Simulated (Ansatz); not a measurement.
This geometry of Cl₃HOSi (6 atoms, charge 0, multiplicity 1) is a first-order saddle point.

Theory: RKS r2SCAN-D4/def2-SVP in Ansatz 0.2.0.

```xyz
6
Properties=species:S:1:pos:R:3
Si -0.026 0.279 0.128
Cl -1.674 0.391 -1.094
O 0.712 -1.168 -0.071
H 0.320 -1.787 -0.699
Cl 1.271 1.784 -0.337
Cl -0.602 0.501 2.073
```

(1) Which two structures does it join? (They come from a converged band through this point; their orientation in space is the band's.)

(2) How far does it lie above each of them?

Results:

(1) No bond is made or broken.  The two ends are copies of one structure, up to a mirror image or an exchange of like atoms.

Image 0:

```xyz
6
Properties=species:S:1:pos:R:3
Si -0.101 0.245 0.151
Cl -1.777 0.455 -1.011
O 0.512 -1.268 0.035
H 0.679 -1.625 -0.846
Cl 1.257 1.660 -0.440
Cl -0.570 0.533 2.110
```

Image 8:

```xyz
6
Properties=species:S:1:pos:R:3
Si -0.024 0.301 0.048
Cl -1.747 0.473 -1.051
O 0.789 -1.063 -0.345
H 0.302 -1.898 -0.332
Cl 1.220 1.860 -0.352
Cl -0.540 0.327 2.032
```

(2) 0.015 eV above the first and 0.015 eV above the second. This is the barrier of this one path; another mechanism may lie lower.

The run took 2.4 min on 2 threads of Intel(R) Xeon(R) Platinum 8488C (Sapphire Rapids), on a shared host, peak memory 0.18 GiB.
